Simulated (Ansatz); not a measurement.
Predict a relaxed structure of Pb3, charge 0, singlet, at PBE-D4/def2-SVP (Ansatz).


```csv
atom,x (Å),y (Å),z (Å)
Pb1,1.838,-0.429,-0.533
Pb2,-0.735,-1.191,0.471
Pb3,-1.103,1.620,0.062
```
Point group C2v (tolerance 0.1 Å). This is one stationary point.

In the def2 sets Pb takes a core potential; there is no spin–orbit coupling. The restricted singlet is unstable towards broken spin symmetry at other levels; at PBE-D4/def2-SVP this wasn't settled. At PBE-D4/def2-SVP a triplet of charge 0 lies 0.12 eV below the restricted singlet, each at its own geometry. The structure comes from a short search, and lower isomers may exist.
